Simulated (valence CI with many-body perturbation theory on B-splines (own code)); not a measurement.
**From CI to CI+MBPT in Se2+**

Computed by relativistic CI+MBPT: four valence electrons over a frozen Dirac-Fock core [Ar] 3d10, a basis of 11 s, 11 p, 9 d, 7 f, 5 g, 2 h, 1 i functions for each j, with the one-electron correlation potential Σ1 (screened to all orders), the two-electron term Σ2, the three-electron term Σ3, Breit, model QED; selected single and double excitations, second order for the rest, scaled by the run's own slope (own B-spline code, finite nucleus).

Against 29 measured levels this calculation errs by 223 cm⁻¹ on average and by 778 at most. These come from a selection out of Moore, Atomic Energy Levels, vol. II, NSRDS-NBS 35 (1971 reprint of NBS Circular 467, 1952), an old analysis. Levels without a partner in it may be off by more. Among the levels kept, up to 460 cm⁻¹ of a level comes from second order outside the variational space, and about a tenth of that is noise between levels of different J, which matters for small intervals.

Each rung adds one term. CI alone is the Dirac-Coulomb CI over the frozen core; QED comes last and gives the full result, which names the levels. Energies are above 4s2 4p2 3P_0 on the same rung, in cm⁻¹. A blank means that the level has no clear partner on that rung.

Names give the largest LS component (configuration and term), which can be under half, so a name can repeat, a term be missing and a line seem to break the LS rules; names also repeat where a configuration has a term twice.

```csv
Level,CI alone
4s2 4p2 3P_1,1637
4s2 4p2 3P_2,3750
4s2 4p2 1D_2,12911
4s2 4p2 1S_0,27983
4s 4p3 5S°_2,64721
4s 4p3 3D°_1,89314
4s 4p3 3D°_2,89438
4s 4p3 3D°_3,89980
4s 4p3 3P°_0,103427
4s 4p3 3P°_2,103448
4s 4p3 3P°_1,103530
4s2 4p 4d 1D°_2,109493
4s2 4p 4d 3F°_2,120990
4s2 4p 4d 3F°_3,122211
4s2 4p 5s 3P°_0,124191
4s2 4p 5s 3P°_1,124733
```

(1) What do these energies become with core correlation, Breit and QED?

(2) How does the ionisation energy move along the ladder, and which term matters most?

## Answers

(1) 4s2 4p2 3P_1 1737 (+100); 4s2 4p2 3P_2 3926 (+176); 4s2 4p2 1D_2 13012 (+101); 4s2 4p2 1S_0 28095 (+112); 4s 4p3 5S°_2 68276 (+3556); 4s 4p3 3D°_1 92338 (+3023); 4s 4p3 3D°_2 92453 (+3015); 4s 4p3 3D°_3 93015 (+3035); 4s 4p3 3P°_0 106198 (+2771); 4s 4p3 3P°_2 106227 (+2779); 4s 4p3 3P°_1 106309 (+2779); 4s2 4p 4d 1D°_2 112229 (+2736); 4s2 4p 4d 3F°_2 123706 (+2716); 4s2 4p 4d 3F°_3 124964 (+2752); 4s2 4p 5s 3P°_0 126198 (+2008); 4s2 4p 5s 3P°_1 126701 (+1969).

(2) CI alone 31.323, + Σ1 31.859, + Σ2 31.682, + Σ3 31.674, + Breit 31.662, + QED 31.665 eV. The largest step is Σ1, 0.535 eV. NIST lists 31.697 ± 0.019 eV (measured).
